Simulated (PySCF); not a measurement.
## SnCl and its ions

PBE0; Sn def2-SVPD with ECP28, Cl def2-SVPD; scalar-relativistic core potentials (PySCF 2.14). Neutral (UKS): doublet (π ↑), Re = 2.414 Å, ωe = 341 cm⁻¹, De = 3.91 eV, HOMO -5.08 eV, LUMO -3.26 eV.

SnCl⁻ (UKS): triplet (π ↑↑), Re = 2.596 Å, ωe = 239 cm⁻¹, De = 1.69 eV to Sn + Cl⁻. The energies at the minima are -674.24482 hartree for SnCl and -674.29902 for SnCl⁻.

Task: Work out the adiabatic electron affinity, without and with harmonic zero-point energies (1 hartree = 27.2114 eV, 1 eV = 8065.5 cm⁻¹), and the change of the bond length.

Result: At PBE0: 0.05420 hartree = 1.475 eV between the minima; the zero-point term (341.0 − 239.0)/2 cm⁻¹ = +0.006 eV makes it 1.481 eV. Re changes by +18.2 pm against the neutral. The electron enters a π orbital, and the longer bond of the ion fits an antibonding orbital, or a change in how ionic the bond is.

These are scalar-relativistic numbers at best; spin–orbit coupling would shift them, the dissociation energy most. For an ion De counts to the pair picked by the measured ionisation energies or electron affinities, which need not be the lowest pair at this level. The highest Kohn–Sham level is positive in this anion. Much of that is self-interaction error, but it also means that the finite basis helps to hold the extra electron. States were picked by a PBE0 search and need not be the measured ground states.
